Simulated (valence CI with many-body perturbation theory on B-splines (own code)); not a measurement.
Questions on Dy³⁵⁺

Computed by configuration interaction combined with many-body perturbation theory (CI+MBPT): three valence electrons over a frozen Dirac-Fock core [Ar] 3d10, radial functions for each j: 11 s, 11 p, 10 d, 8 f, 5 g, 2 h, with the one-electron correlation potential Σ1, the two-electron term Σ2, the three-electron term Σ3, Breit, model QED; selected CI, second order for the rest, scaled by the run's own slope (own B-spline code, finite nucleus).

No measured spectrum was set against this ion. As an estimate, large intervals hold to a few tenths of a per cent, small ones and those within an open d or f shell to about a per cent.

Levels are named by their leading jj configuration (3d3/2^4 stands for four electrons in 3d with j = 3/2), which in mixed levels can hold well under half, so a name can repeat and another be missing.

Rates and lifetimes use the calculated energies. Strong lines usually hold to 10 to 20 %, long lifetimes can be off by a factor of two.

**Question.** What is the ground level?

**Answer.** (4s^2 4p1/2) J=1/2, composition 99 % 4s2 4p 2P°, g = 0.661.

**Question.** How well does LS coupling describe the low levels?

**Answer.** Among the lowest 20 levels the leading LS term, summed over configurations, holds 66 % on average. For single configurations the figures are 65 % in LS and 87 % in jj coupling. Terms mix most in the J = 5/2 level at 266.31 eV, where the leading one holds 42 %.

**Question.** Among levels below 598.62 eV, which E1 lines absorb most strongly from the ground level?

**Answer.** to (4s^2 4d3/2) J=3/2 at 6.748 nm, f = 0.748; to (4s 4p1/2 4p3/2) J=1/2 at 8.893 nm, f = 0.382; to (4s 4p1/2 4p3/2) J=3/2 at 9.083 nm, f = 0.367.

**Question.** Name the longest-lived excited levels whose lifetime is computed, and their main decay.

**Answer.** (4s 4p3/2 4d5/2) J=9/2 at 308.22 eV lives 1.72 μs, mostly by M1 to (4s 4p1/2 4d5/2) J=7/2; (4s^2 4p3/2) J=3/2 at 53.04 eV lives 1.40 μs, mostly by M1 to (4s^2 4p1/2) J=1/2.

**Question.** What is the ionisation energy?

**Answer.** 1520.8 eV; NIST lists 1520 ± 5 eV (theoretical).
